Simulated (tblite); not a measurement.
Compound: C3H5F3N (doublet state).
Numbering: `[CH3:1][C@@H:2]([NH:3])[C:4]([F:5])([F:6])[F:7]` (hydrogens: H8, H9, H10 on C1; H11 on C2; H12 on N3)

Computed with GFN2-xTB (tblite), gas phase: L-BFGS steps from a force-field or distance-geometry start until the largest atomic force falls under 0.01 eV/Å.

At the end of the run (lengths in Å): C4–F6 1.342, C2–N3 1.388, C2–C4 1.544, C1–H9 1.086, C4–F5 1.338, N3–H12 1.016, C4–F7 1.343, N3–C2–C4 114.9°, C1–C2–C4 110.4°, C1–C2–N3 111.6°, C2–C4–F5 112.2°, C1–C2–C4–F5 -60°, H12–N3–C2–C1 147°, H11–C2–N3–H12 -96°.

Question: These geometries were met on the way; a selection of coordinates is given. Order them by energy above the end point, lowest first.
A. C4–F6 1.343, C2–N3 1.395, C2–C4 1.544, C1–H9 1.088, C4–F5 1.336, N3–H12 1.021, C4–F7 1.329, N3–C2–C4 109.6°, C1–C2–C4 104.6°, C1–C2–N3 113.5°, C2–C4–F5 111.7°, C1–C2–C4–F5 -64°, H12–N3–C2–C1 46°, H11–C2–N3–H12 172°
B. C4–F6 1.328, C2–N3 1.379, C2–C4 1.557, C1–H9 1.074, C4–F5 1.334, N3–H12 1.017, C4–F7 1.323, N3–C2–C4 109.5°, C1–C2–C4 104.3°, C1–C2–N3 112.5°, C2–C4–F5 110.1°, C1–C2–C4–F5 -65°, H12–N3–C2–C1 44°, H11–C2–N3–H12 168°
C. C4–F6 1.409, C2–N3 1.438, C2–C4 1.497, C1–H9 1.125, C4–F5 1.373, N3–H12 1.044, C4–F7 1.367, N3–C2–C4 108.3°, C1–C2–C4 106.5°, C1–C2–N3 107.6°, C2–C4–F5 112.2°, C1–C2–C4–F5 -60°, H12–N3–C2–C1 45°, H11–C2–N3–H12 163°
D. C4–F6 1.341, C2–N3 1.393, C2–C4 1.554, C1–H9 1.090, C4–F5 1.336, N3–H12 1.019, C4–F7 1.333, N3–C2–C4 111.4°, C1–C2–C4 106.6°, C1–C2–N3 113.4°, C2–C4–F5 112.4°, C1–C2–C4–F5 -65°, H12–N3–C2–C1 54°, H11–C2–N3–H12 178°
E. C4–F6 1.370, C2–N3 1.402, C2–C4 1.535, C1–H9 1.092, C4–F5 1.352, N3–H12 1.030, C4–F7 1.342, N3–C2–C4 109.0°, C1–C2–C4 105.4°, C1–C2–N3 110.2°, C2–C4–F5 110.6°, C1–C2–C4–F5 -63°, H12–N3–C2–C1 45°, H11–C2–N3–H12 165°

Answer: D (0.061 eV), A (0.101 eV), B (0.179 eV), E (0.302 eV), C (0.557 eV).

| step | E above end (eV) | rms distance from the end, all atoms (Å) | largest force (eV/Å) | rms shift of all bonds from the end (Å) |
| --- | --- | --- | --- | --- |
| 15 | 0.061 | 0.364 | 0.129 | 0.007 |
| 5 | 0.101 | 0.401 | 0.452 | 0.008 |
| 2 | 0.179 | 0.410 | 0.874 | 0.010 |
| 1 | 0.302 | 0.417 | 1.370 | 0.013 |
| 0 | 0.557 | 0.423 | 2.610 | 0.035 |

Rows stand in the order of the answer.
